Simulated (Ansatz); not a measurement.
`CCSc1ccccc1` + `C[Si]O` → `CO[Si]C` + `CSc1ccccc1`  (substitution at a C–C bond)

Gas-phase electronic energies from Ansatz, PBE0-D4/def2-TZVP geometries. CCSD(T)/CBS is the MP2 limit (def2-TZVPP, def2-QZVPP) plus CCSD(T) − MP2 in def2-TZVPP, frozen cores. This one scheme is used for every species. Functionals use def2-TZVPP. Each species was taken in one conformer, which may not be the lowest.

`CCSc1ccccc1`:

Z-matrix (Å, degrees):
```
C
C 1 1.515
H 1 1.091 2 110.6
H 1 1.091 2 111.4 3 120.0
H 1 1.094 2 110.4 3 -120.0
S 2 1.802 1 114.4 3 -58.6
H 2 1.093 1 110.9 3 57.4
H 2 1.093 1 112.1 3 176.0
C 6 1.757 2 104.2 1 -68.7
C 9 1.392 6 124.5 2 -19.0
C 9 1.395 6 116.5 2 163.1
C 10 1.387 9 120.2 6 -178.0
H 10 1.082 9 120.7 6 1.7
C 11 1.383 9 120.4 6 177.5
H 11 1.084 9 119.4 6 -2.7
C 12 1.386 10 120.7 9 0.5
H 12 1.084 10 119.2 9 -179.8
H 14 1.084 11 119.4 9 -179.8
H 16 1.083 12 120.4 10 179.9
```

`C[Si]O`:

Cartesian coordinates in Å:
```
C -0.374 -0.570 0.492
Si -0.748 1.156 -0.224
O 0.640 1.433 -1.083
H -0.192 -1.289 -0.318
H -1.190 -0.954 1.108
H 0.532 -0.538 1.110
H 1.331 0.763 -1.085
```

`CO[Si]C`:

```xyz
10

C     0.627    0.998    1.022
O     0.994   -0.361    0.997
Si    0.539   -1.646    0.074
C    -0.743   -0.886   -1.117
H     1.513    1.613    0.847
H    -0.127    1.239    0.268
H     0.229    1.243    2.010
H    -0.310   -0.086   -1.730
H    -1.598   -0.459   -0.579
H    -1.123   -1.656   -1.792
```

`CSc1ccccc1`:

```xyz
16

C     1.307   -0.750   -2.505
S    -0.421   -0.445   -2.148
C    -0.418   -0.048   -0.441
C    -1.658    0.244    0.132
C    -1.750    0.567    1.473
C    -0.612    0.605    2.269
C     0.618    0.315    1.702
C     0.722   -0.010    0.357
H     1.348   -1.002   -3.565
H     1.694   -1.592   -1.929
H     1.917    0.138   -2.331
H    -2.551    0.217   -0.483
H    -2.720    0.792    1.900
H    -0.686    0.859    3.319
H     1.516    0.341    2.310
H     1.695   -0.232   -0.059
```

| species | B2PLYP energy (Eh) |
| --- | --- |
| `CCSc1ccccc1` | -708.77914 |
| `C[Si]O` | -405.08917 |
| `CO[Si]C` | -444.35879 |
| `CSc1ccccc1` | -669.49004 |

Task: Work out ΔE.

Result: ΔE = (-444.35879) + (-669.49004) − (-708.77914) − (-405.08917) = 0.01948 Eh = +51.1 kJ/mol. CCSD(T)/CBS gives +58.6 kJ/mol.

Largest T1 diagnostic among the species: 0.014.

In def2-TZVPP, CCSD(T) changes the Hartree–Fock value by +12.4 kJ/mol (the triples alone add +1.0 kJ/mol) and MP2 by +18.4 kJ/mol.
